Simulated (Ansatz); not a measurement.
Reaction (redistribution): `O[SiH2]N[SiH2][SiH3]` + `B[Te]C` → `C[Te][SiH2]O` + `BN[SiH2][SiH3]`

Gas-phase electronic energies from Ansatz, PBE0-D4/def2-TZVP geometries. CCSD(T)/CBS adds triple-zeta CCSD(T) − MP2 to the extrapolated MP2 energy (def2 sets, frozen cores). DFT in def2-TZVPP. def2 core potentials past Kr. For Te outer-core shells are correlated without core-valence functions, which leaves a few kJ/mol of doubt a bond. One conformer a species, not always the lowest.

```tsv
level	ΔE (kJ/mol)
ωB97M-V	-38.4
MP2/def2-TZVPP	-31.3
CCSD(T)/def2-TZVPP	-29.4
CCSD/CBS(def2)	-35.2
```

**Question.** What does CCSD(T)/CBS give? (Estimate.)

**Answer.** Ansatz gave: -32.6 kJ/mol. The listed levels differ from it by -5.8, 1.3, 3.2, -2.6 kJ/mol.

Largest T1 diagnostic among the species: 0.015.

The D4 term adds +3.9 kJ/mol with B3LYP and +2.1 kJ/mol with PBE0; it sums over pairs of atoms, weighted by their polarisabilities, and B3LYP, whose exchange is more repulsive, gets the larger term. In def2-TZVPP, CCSD(T) changes the Hartree–Fock value by +14.9 kJ/mol (the triples alone add +2.6 kJ/mol) and MP2 by +13.0 kJ/mol.

B3LYP here is the variant with VWN-RPA as its local correlation; programs differ in this.
